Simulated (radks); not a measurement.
Values are calculated unless marked as measured or tabulated.
Numerical settings for neutral hydrogen, 1s1. Code: a radial shooting solver on a logarithmic mesh with Libxc functionals. Model: Dirac Kohn-Sham, LDA (Slater exchange, Perdew-Wang correlation), spin-unpolarised, spherical densities, finite nucleus; Gaussian nuclear charge, rms radius 0.8783 fm. The defaults (mesh step 0.008 in ln r, mesh end at 40 bohr or more with all orbitals vanishing there, Anderson mixing 0.5 over 9 steps, residual threshold near 1e-9 with the energy settled to 1e-9 hartree or 1e-11 of itself, here a cap of 82 iterations) give E = -0.4457 hartree and 1s1/2 at -6.353 eV in 13 iterations. Run on one thread of a shared host, so times are rough (Intel(R) Xeon(R) Platinum 8488C): 0.02 s of CPU time, 0.02 s wall, 13 iterations on 2189 mesh points. Changes against that run (0 stands for a change within the tolerance of the run):

setting	iterations	converged	E (mhartree)	e(1s1/2) (meV)	CPU (s)
mesh step in ln r 0.12	13	yes	0	0	0.01
mesh step in ln r 0.03	13	yes	0	0	0.01
mesh step in ln r 0.05	13	yes	0	0	0.01
mesh end (bohr) 5	13	yes	+7.28	+558	0.02
mesh end (bohr) 8	13	yes	+0.144	+20.3	0.02
residual threshold 0.01	8	yes	0	+0.103	0.01
residual threshold 1e-13	17	yes	0	0	0.02
mixing 2.5	13	yes	0	0	0.02
linear mixing, mixing 0.2	82	yes	0	0	0.07
linear mixing, mixing 0.8	14	yes	0	0	0.02
mixing history 20	15	yes	0	0	0.02
iteration cap 8	8	no	0	0	0.01

Settings that end as converged yet miss the energy by more than 1 mhartree: mesh end (bohr) 5 (+0.00728 hartree). A mesh that ends early acts as a hard wall.
